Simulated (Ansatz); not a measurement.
`NBCBr` + HBr → `BrCBr` + `BN`  (substitution at a C–B bond)

Calculated with Ansatz (gas phase, PBE0-D4/def2-TZVP geometries, no zero-point term in ΔE). CCSD(T)/CBS adds triple-zeta CCSD(T) − MP2 to the extrapolated MP2 energy (def2 sets, frozen cores). This one scheme is used for every species. Functionals use def2-TZVPP. B3LYP here is the variant with VWN-RPA as its local correlation; programs differ in this. For Br outer-core shells are correlated without core-valence functions, which leaves a few kJ/mol of doubt a bond. Scalar relativity is left out up to krypton. Each species was taken in one conformer, which may not be the lowest.

```csv
level,ΔE (kJ/mol)
B3LYP-D4,81.6
CAM-B3LYP-D4,86.1
CAM-B3LYP,84.5
MP2/def2-TZVPP,81.4
```

Problem. What does CCSD(T)/CBS give? (Estimate.)

Solution. Ansatz gave: +84.9 kJ/mol. The listed levels differ from it by -3.3, 1.2, -0.4, -3.5 kJ/mol.

Problem. What do rigid-rotor, harmonic-oscillator terms from PBE0-D4/def2-TZVP frequencies (298.15 K, 1 bar) make of the CCSD(T)/CBS value? (Estimate.)

Solution. Ansatz gave: ΔZPE = +4.8 kJ/mol, ΔH = +88.4 kJ/mol, ΔS = 10 J/(mol·K), ΔG = +85.3 kJ/mol.

Largest T1 diagnostic among the species: 0.012.

At CCSD(T), def2-SVP lies +12.0 kJ/mol from the extrapolated value and def2-TZVPP −0.7 kJ/mol. Leaving LDA and LC-ωPBE aside and taking each functional with its dispersion term where it has one, the values, not all of them listed here, spread over 13.6 kJ/mol, from BLYP-D4 to B97M-V. LDA lies +14.4 kJ/mol from PBE without D4.
